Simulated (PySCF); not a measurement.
## Electronic structure of Zr (zirconium, neutral) at the UHF level

Configuration: [Kr] 4d2 5s2, high-spin 3F determinant. All numbers are calculated (PySCF 2.14, a scalar-relativistic core potential, in def2-SVP with the def2 core potential (28 electrons) (5s3p2d1f, 31 functions)).

```json
{
  "Total energy": "-46.431696 hartree",
  "One-electron energy": "-77.6927 hartree",
  "Hartree (Coulomb) energy": "36.5809 hartree",
  "Exchange energy": "-5.3199 hartree",
  "⟨S²⟩": "2.0147",
  "⟨L²⟩": "12.041",
  "Sum of ⟨r⟩": "23.18 bohr",
  "Sum of ⟨r²⟩": "64.46 bohr²",
  "Time after the integrals": "0.19 s of wall time on 1 thread of Neoverse-N1 (shared host)"
}
```

| shell | electrons | mean orbital energy (hartree) | rms radius, mean of both spins (bohr) |
| --- | --- | --- | --- |
| 4s α | 1 | -2.56980 | 1.30 |
| 4s β | 1 | -2.49212 | 1.30 |
| 4p α | 3 | -1.55980 | 1.48 |
| 4p β | 3 | -1.45192 | 1.48 |
| 4d α | 2 | -0.32242 | 2.36 |
| 5s α | 1 | -0.23172 | 4.29 |
| 5s β | 1 | -0.19706 | 4.29 |

Energies and moments cover only the electrons outside the core potential.
